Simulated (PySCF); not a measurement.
C4H4N, SMILES `[N]1C=CC=C1` (charge 0, multiplicity 2)

Calculation: TPSSh-D3(BJ)/def2-TZVP // CAM-B3LYP-D3(BJ)/def2-TZVP (PySCF).

* **highest occupied spin orbital**: -6.51 eV
* **dipole moment**: 2.02 D
* **total energy**: -209.6116 Ha
* **cost**: roughly 8 core-minutes

Bond lengths (Å): C1–C2 1.452, C1–C5 1.351, C1–H6 1.078, C2–N3 1.335, C2–H7 1.082, N3–C4 1.335, C4–C5 1.452, C4–H8 1.082, C5–H9 1.078. Bond angles (°): C2–C1–C5 105.3, C2–C1–H6 126.3, C5–C1–H6 128.4, C1–C2–N3 112.2, C1–C2–H7 126.7, N3–C2–H7 121.2, C2–N3–C4 105.0, N3–C4–C5 112.2, N3–C4–H8 121.2, C5–C4–H8 126.7, C1–C5–C4 105.3, C1–C5–H9 128.4, C4–C5–H9 126.3.
Charge 0, spin multiplicity 2.
